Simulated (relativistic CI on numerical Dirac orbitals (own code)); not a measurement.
# Hyperfine structure of Er⁵³⁺, mass number 167

Computed by Dirac-Coulomb-Breit CI, KLI orbitals optimised for each configuration, model QED (radiative potential, 1s self-energy scaled to tabulated hydrogen-like ionisation energies), unscaled Slater integrals (own radial code, finite nucleus).

Configurations in the expansion (outside the closed core [Ne]): 3s2 3p3, 3s 3p4, 3s2 3p2 3d, 3p5, 3s 3p3 3d, 3p4 3d, 3s 3p2 3d2, 3s2 3p 3d 4p, 3p4 4s, 3s 3p2 3d 4s, 3s2 3p2 4s, 3p4 4p, 3s2 3p 3d2, 3s2 3d3, 3s 3p 3d3, 3s2 3d2 4s, 3p3 3d2, 3p2 3d3, 3p2 3d2 4s, 3s2 3p 3d 4s, 3s 3p 3d2 4s, 3s2 3d 4s2, 3s 3p2 3d 4p, 3s 3p 3d2 4p, 3p2 3d2 4p, 3s 3p 3d 4s 4p. Double excitations out of closed p, d and f shells are left out; levels of such configurations are missing from the list, as are those of other unlisted configurations, and high levels can miss mixing partners.

Nuclear spin I = 7/2, μ = -0.5623 μN, Q = 3.57 b (tables of Stone and Pyykkö). The electronic factors are computed for point nuclear moments, without core polarisation or the Bohr-Weisskopf and QED corrections.

```csv
Level,E (10³ cm⁻¹),A (GHz),B (GHz)
3s2 3p3 2D°_5/2,1901.3,-61.79,-0.902
3s2 3p3 2P°_1/2,2012.8,-204.9,
3s 3p4 4P_5/2,3045.1,-136.6,296
3s 3p4 2S_1/2,3274.5,-554.4,
3s2 3p2 3d 4D_1/2,3480.4,-75.45,
```

Levels with J = 0, under 50 % of one LS term, or S terms without an open s electron are left out. Small factors come from cancelling terms and can be off by tens of per cent or more.

At this charge energies of transitions that change n are usually good to better than 1 %, and those within a shell (Δn = 0) to a few per cent.

(1) Give the hyperfine levels of 3s2 3p3 2P°_1/2 relative to its centre of gravity.

## Answers

(1) With K = F(F + 1) − I(I + 1) − J(J + 1), E = AK/2: F = 3: 461.1, F = 4: -358.6 GHz.

LS names give the leading component of a level, which can be under half, so a name can repeat, a term be missing and a line seem to break the LS rules.
